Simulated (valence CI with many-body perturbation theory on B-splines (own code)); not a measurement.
Hyperfine factors and g values of Fe XII

Computed by relativistic CI+MBPT: five valence electrons over a frozen Dirac-Fock core [Ne], a basis of 11 s, 11 p, 10 d, 8 f, 5 g, 2 h functions for each j, with the one-electron correlation potential Σ1 (screened to all orders), the two-electron term Σ2, the three-electron term Σ3, Breit, model QED; selected single and double excitations, second order for the rest, scaled by the run's own slope (own B-spline code, finite nucleus).

No measured spectrum was set against this ion. As an estimate, levels of excited configurations hold to 0.05 to 0.15 % of their energy, terms of the ground configuration to about 0.5 %. Among the levels kept, up to 3200 cm⁻¹ of a level comes from second order outside the variational space, and about a tenth of that is noise between levels of different J, which matters for small intervals.

A/g_I is the dipole constant over the nuclear g factor μ/I (μ in nuclear magnetons, uniformly magnetised nucleus), B/Q the quadrupole constant per barn. Both hold the static response of the core; the bare values leave it out. Large factors of s and p1/2 electrons are usually good to 5 to 10 %; those of open d and f shells near neutrality can be off by tens of per cent, and small factors of p3/2, d and f electrons come from cancelling terms and can be off by a factor of two or in sign, in half-filled shells by more. B is blank for J = 1/2, where it vanishes, and for nearly pure S terms. Energies count from the lowest level.

Names give the largest LS component (configuration and term), which can be under half, so a name can repeat, a term be missing and a line seem to break the LS rules; names also repeat where a configuration has a term twice. Letters in brackets count levels of one name in rising energy.

```tsv
Level	E (eV)	g	A/g_I (MHz)	A/g_I bare	B/Q (MHz/b)	B/Q bare
3s²3p³ ⁴S°_3/2	0.000	1.982	753	1020		
3s²3p³ ²D°_3/2	5.183	0.870	4250	4060	6430	6130
3s²3p³ ²D°_5/2	5.746	1.200	7780	7470	-46.6	-43.0
3s²3p³ ²P°_1/2	9.231	0.665	21700	20400		
3s²3p³ ²P°_3/2	10.024	1.281	4430	4330	-6600	-6290
3s3p⁴ ⁴P_5/2	34.016	1.595	17100	16400	6730	6420
3s3p⁴ ⁴P_3/2	35.210	1.730	15600	15000	-5500	-5240
3s3p⁴ ⁴P_1/2	35.744	2.661	35200	33800		
3s3p⁴ ²D_3/2	42.146	0.812	-4190	-3850	-9880	-9410
3s3p⁴ ²D_5/2	42.388	1.205	18400	17400	-14200	-13500
3s²3p²3d ²P_3/2 [a]	48.335	1.323	-617	-304	3230	3090
3s3p⁴ ²P_1/2	48.921	1.114	23800	22400		
3s3p⁴ ²S_1/2	50.924	1.552	47100	44400		
3s²3p²3d ⁴F_3/2	52.928	0.426	3040	2950	-1130	-986
3s²3p²3d ⁴F_5/2	53.397	1.047	1850	1930	364	448
3s²3p²3d ⁴F_7/2	54.084	1.245	1900	2000	-751	-585
3s²3p²3d ²F_5/2 [a]	54.900	0.956	5200	5030	-667	-573
3s²3p²3d ⁴F_9/2	54.931	1.328	2880	2920	-5920	-5480
3s²3p²3d ²F_7/2 [a]	55.431	1.271	2430	2510	3220	3130
3s²3p²3d ⁴D_1/2	55.467	0.009	7870	7440		
3s²3p²3d ⁴D_3/2	55.598	1.177	3760	3780	-2020	-1930
3s²3p²3d ⁴D_5/2	56.130	1.254	3200	3240	-730	-670
3s²3p²3d ⁴D_7/2	57.289	1.288	2190	2270	2640	2580
3s²3p²3d ²G_7/2	61.313	0.894	4850	4680	14100	13600
3s²3p²3d ²G_9/2	61.692	1.116	3590	3540	16200	15600
3s²3p²3d ²P_3/2 [b]	62.286	1.315	-1360	-1010	1970	1880
3s²3p²3d ⁴P_5/2	63.571	1.582	1230	1460	648	658
3s²3p²3d ²P_1/2 [a]	63.778	0.825	14500	13600		
3s²3p²3d ⁴P_3/2	64.102	1.674	1400	1690	-369	-398
3s²3p²3d ⁴P_1/2	64.477	2.493	525	921		
3s²3p²3d ²D_3/2 [a]	65.292	0.868	2710	2720	940	962
3s²3p²3d ²D_5/2 [a]	66.634	1.211	3180	3190	-1080	-931
3s²3p²3d ²D_3/2 [b]	68.748	0.813	3430	3270	-195	-213
3s²3p²3d ²D_5/2 [b]	68.832	1.200	4470	4420	5220	4980
3s²3p²3d ²P_1/2 [b]	70.716	0.819	-3690	-3450		
3s²3p²3d ²F_5/2 [b]	71.589	0.907	1950	1960	2190	2200
3s²3p²3d ²P_3/2 [c]	71.693	1.320	1680	1850	-3180	-3040
3s²3p²3d ²S_1/2	71.949	1.861	16700	16100		
3s²3p²3d ²F_7/2 [b]	72.136	1.142	3850	3810	-2060	-1840
3s²3p²3d ²D_5/2 [c]	74.969	1.153	2130	2170	-2120	-1920
```

(1) Take the isotope of mass number 57, with I = 1/2, μ = 0.09064 μN. What is the hyperfine structure of 3s3p⁴ ⁴P_1/2?

## Answers

(1) From the table A = 6390 MHz. Shifts from the centre of gravity in MHz: F = 0: -4790, F = 1: 1600.
